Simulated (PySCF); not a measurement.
Gas-phase reaction: Ga₂H₆ + 2 HCl ⇌ 2 GaH₂Cl + 2 H₂. Level: PBE0/def2-TZVP; standard pressure 1 bar.

Method: PySCF energies plus ideal-gas RRHO corrections (1 bar). All species are closed-shell singlets. Ga: all electrons, no relativistic terms. Ga₂H₆, GaH₂Cl: computed as isolated molecules; such fragments, hydroxides, amides, oligomers or adducts are transient or little studied in the gas. The harmonic model lacks anharmonicity and excited electronic states, which grow with temperature; levels with a mode under 35 cm⁻¹ are left out.

```csv
T (K),1000/T (1/K),log10 K
1000,1.0000,12.61
1200,0.8333,?
1400,0.7143,10.86
1600,0.6250,10.29
1800,0.5556,9.83
2000,0.5000,9.46
```

### Question
Fit log10 K = a + b·(1000/T) to the five rows, get the mean ΔH° and ΔS°, and predict log10 K at 1200 K.

### Answer
Means: 1000/T = 0.6790, log10 K = 10.610. Sums of products about the means: Sxy = 0.97021, Sxx = 0.154472, so b = Sxy/Sxx = 6.28 and a = 10.610 − (6.28)×0.6790 = 6.35.
ΔH° = −R ln 10 × 1000 K × b = −19.145 × (6.28) = -120 kJ; ΔS° = R ln 10 × a = 122 J/K. The run's own values go from -115 kJ and 126 J/K at 1000 K to -131 kJ and 116 J/K at 2000 K.
Prediction at 1200 K: 6.35 + (6.28)×0.8333 = 11.58. The computed value is 11.60, 0.02 from the line.
For scale, ΔH°(298 K) is -117 kJ at this level, -127 kJ at ωB97M-V/def2-TZVP†, and runs from -183 to -66 kJ over the 19 levels computed († marks an energy on the PBE0/def2-TZVP geometry).
